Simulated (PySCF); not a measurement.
# Computed structure and properties of CeH4

System: CeH4 (singlet); start: template (Td). Method: PySCF 2.14.0, RKS PBE0, Ce def2-SVP with ECP28, H def2-SVP; non-relativistic Hamiltonian with scalar-relativistic core potentials where named; density fitting; no spin-orbit coupling.

Input of the relaxation:

```python
mol = gto.M(atom='''
Ce     0.00000    -0.00000     0.00000
H      1.23990     1.23990     1.23990
H     -1.23990    -1.23990     1.23990
H      1.23990    -1.23990    -1.23990
H     -1.23990     1.23990    -1.23990''',
    basis={'Ce': 'def2-SVP', 'H': 'def2-SVP'},
    ecp={'Ce': 'def2-SVP'},
    charge=0, spin=0)
mf = dft.RKS(mol, xc='PBE0')
mf.grids.atom_grid = (50, 194)  # f atoms: unpruned, at least (60, 302)
mf = mf.density_fit()  # fitting sets: Ce def2-universal-JKFIT, H def2-universal-JKFIT
mf.conv_tol = 1e-08; mf.max_cycle = 55
mf.kernel(dm0)  # dm0: converged density of the start geometry
# quasi-Newton relaxation in Cartesian coordinates to a largest gradient under 0.00045 Eh/bohr, steps kept in the point group
```

Run from Python with OMP_NUM_THREADS=2; the lines above give its settings. Where DIIS fails, smearing, a level shift and second-order steps follow.
It took 15 s on 2 threads of Intel(R) Xeon(R) Platinum 8488C (Sapphire Rapids), with other jobs on the host, from the converged density of the start.

Course of the relaxation:

```tsv
step	energy above end (eV)	largest force component within the symmetry (eV/Å)
0	0.4458	0.666
1	0.2271	0.503
2	0.0003	0.022
3	0.0000	0.005
```

Relaxed geometry (Td):

```xyz
5

Ce    0.0000    0.0000    0.0000
H     1.1387    1.1387    1.1387
H    -1.1387   -1.1387    1.1387
H     1.1387   -1.1387   -1.1387
H    -1.1387    1.1387   -1.1387
```

```tsv
contact	Å
Ce1–H2 (H)	1.972
Ce1–H3 (H)	1.972
Ce1–H4 (H)	1.972
Ce1–H5 (H)	1.972
```

On the finer grid (75, 302):

- HOMO: -7.76 eV
- LUMO: -3.71 eV
- Dipole about the centre of mass: 0.00 D
- Set of Mulliken populations of Ce1 outside the core potential: s 4.41, p 12.13, d 11.76, f 0.70
- D3(BJ) dispersion energy (not in the energies): -0.047 eV

```tsv
atom	Mulliken (e)	Löwdin (e)	spin (e)
Ce1	1.00	0.64	0.00
H2	-0.25	-0.16	0.00
H3	-0.25	-0.16	0.00
H4	-0.25	-0.16	0.00
H5	-0.25	-0.16	0.00
```

On the grid (50, 194), as all that follows. Harmonic modes: a minimum; lowest 480 cm⁻¹ (negative: unstable), highest 1519 cm⁻¹, zero-point energy 0.527 eV.

Taking off one H (charge -1, singlet; the rest: singlet) in vacuum, both parts rigid, costs 9.89 eV; the small basis without counterpoise inflates it. Most of it is the attraction of opposite charges; other ways to part are cheaper, and one spin state was tried for the rest.

Rigid scan of H along the line from its metal:

(distance to H2 (Å), energy (eV)): (1.67, 0.490), (1.77, 0.194), (1.87, 0.043), (1.97, 0.000), (2.07, 0.036), (2.17, 0.131), (2.37, 0.430), (2.67, 0.997), (3.07, 1.737), (3.57, 2.462)

One start shape was tried, so this needn't be the lowest isomer.

No other spin state of this charge was computed.
